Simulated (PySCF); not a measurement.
Ligand exchange on a metal centre used in film growth or etching (Cd F-OH). All species are isolated molecules in the gas phase. One relaxed conformer stands for each flexible species; it need not be the lowest.

The charge on the central atom (Mulliken) from two functionals at the same geometries (r2SCAN-D4/def2-SVP), both in PySCF: PBE-D3(BJ)/def2-TZVP and B3LYP-D3(BJ)/def2-TZVP. B3LYP has the VWN-RPA correlation part, as in Gaussian. 

```csv
species,B3LYP-D3(BJ)/def2-TZVP (e)
0 of 2 F replaced by OH,1.09
1 of 2 F replaced by OH,0.98
2 of 2 F replaced by OH ([Cd(OH)2]),0.88
```

Question: What does PBE-D3(BJ)/def2-TZVP give for each?

Answer: 
- 0 of 2 F replaced by OH: 0.99
- 1 of 2 F replaced by OH: 0.87
- 2 of 2 F replaced by OH ([Cd(OH)2]): 0.78
Over these rows, drawn at random from the members with no instability flagged (it was tested for open shells, ions and some series alone), PBE minus B3LYP-D3(BJ): mean -0.10 e, from -0.10 e to -0.10 e.
